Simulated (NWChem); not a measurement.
A series in which one site is exchanged, each optimised at PBE0/def2-SVP with NWChem, gas phase unless a solvent is named. All stand in one matching conformer (torsions within 35°), which need not be the lowest. This build's default masses of Se (78.918 u) and Br (79.917 u) are each other's, which moves their modes by up to 0.6 %.

A: CCOBBr (C₂H₆BBrO; site = Br)
B: CCOBF (C2H6BFO; site = F)
C: BOCC (C₂H₇BO; site = H)
D: CCOBCl (C2H6BClO; site = Cl)

| quantity | A | B | C | D |
|---|---|---|---|---|
| highest harmonic frequency (cm⁻¹), PBE0/def2-SVP | 3172 | 3169 | 3169 | 3171 |
| vertical ionisation energy, ΔSCF, PBE0/def2-SVP (eV) | 10.45 | 11.42 | [?] | 10.89 |
| static polarisability, PBE0/def2-SVPD (bohr³) | 66.9 | 44.5 | [?] | 58.9 |

Problem. What belongs in the gaps?

Solution. 
- vertical ionisation energy, ΔSCF, PBE0/def2-SVP (eV), C: 10.85
- static polarisability, PBE0/def2-SVPD (bohr³), C: 46.0
